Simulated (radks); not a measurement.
The copper anion Cu- inside a hard spherical wall (all orbitals vanish at R), configuration held at [Ar] 3d10 4s2 and not refilled when levels cross. Calculated with a radial shooting solver on a logarithmic mesh with Libxc functionals: non-relativistic Kohn-Sham, LDA (Slater exchange, Perdew-Wang correlation), spin-polarised, spherical densities, point nucleus. Eigenvalues in eV for spin up, with the zero of energy where the potential of the charges vanishes at infinity; a dash marks a level that is unbound or too diffuse for the functional's potential to be trusted. A positive occupied level is held by the wall or, in an anion where self-interaction has pushed it up, behind a barrier. The pressure on the wall is -dE/dV.

R (bohr)  E (hartree)  kinetic (hartree)    e(3s)    e(3p)   e(3d)   e(4s)  e(5s, empty)  e(4p, empty)  pressure (GPa)
20        -1637.83639           1636.029  -104.11  -64.690   0.826   0.861         2.205         2.279        0.000128
12        -1637.83471           1636.037  -103.89  -64.463   1.054   1.056         4.222         3.494          0.0145
10        -1637.83130           1636.052  -103.62  -64.199   1.317   1.286         5.755         4.131          0.0696
7         -1637.80094           1636.168  -102.36  -62.936   2.559   2.463        11.981         6.351            1.23
6         -1637.76045           1636.310  -101.28  -61.847   3.614   3.559        17.140         8.087            3.96
5         -1637.65797           1636.651  -99.256  -59.834   5.547   5.751        26.769        11.274            15.3
3         -1636.21166           1641.078  -85.023  -45.795  19.212  25.862        100.88        36.651             583
2.5       -1634.40889           1646.450  -74.385  -35.343  30.025  46.009        164.15        60.066            2090
